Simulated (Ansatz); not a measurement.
The same ligand exchange along the group Si, Ge, Sn.

Isolated molecules relaxed with PBE0-D4/def2-TZVP in Ansatz; ΔE leaves out vibrations. CCSD(T)/CBS adds triple-zeta CCSD(T) − MP2 to the extrapolated MP2 energy (def2 sets, frozen cores). This one scheme is used for every species. DFT in def2-TZVPP. def2 core potentials past Kr. For Ge, Se, Sn outer-core shells are correlated without core-valence functions, which leaves a few kJ/mol of doubt a bond. Scalar relativity is left out up to krypton. One conformer a species, not always the lowest.

```csv
reaction,ωB97X-V (kJ/mol),HF/CBS(def2) (kJ/mol),RPA@PBE/def2-TZVPP (kJ/mol),CCSD(T)/CBS(def2) (kJ/mol)
dichlorosilane + H₂Se → `Cl[SiH2][SeH]` + HCl,41,48,38,36
`[Cl][GeH2][Cl]` + H₂Se → `[Cl][GeH2][SeH]` + HCl,21,28,17,15
`[Cl][SnH2][Cl]` + H₂Se → `[Cl][SnH2][SeH]` + HCl,14,21,10,6
```

Largest T1 diagnostic: 0.011, for `[Cl][SnH2][Cl]`.
